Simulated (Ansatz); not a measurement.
Cartesian coordinates (Å):
```xyz
3

Zn     0.0000     0.0000     0.0000
F      0.8120     0.1192    -1.5332
F     -0.8120    -0.1192     1.5332
```
Charge 0, spin multiplicity 1.

The numbers are results of Ansatz (an electronic-structure program) with frozen-core CCSD(T)/def2-TZVPP // PBE-D3(BJ)/def2-SVP, not measurements.

HF energy: -1976.82940 Ha
MP2 correlation energy: -1.33395 Ha

Q: Estimate the CCSD correlation energy, the (T) correction, the total energy and the T1 diagnostic.

A: 
```yaml
CCSD correlation energy: -1.24946 Ha
"(T) correction": -0.03033 Ha
CCSD(T) total energy: -1978.10918 Ha
T1 diagnostic: 0.017
```
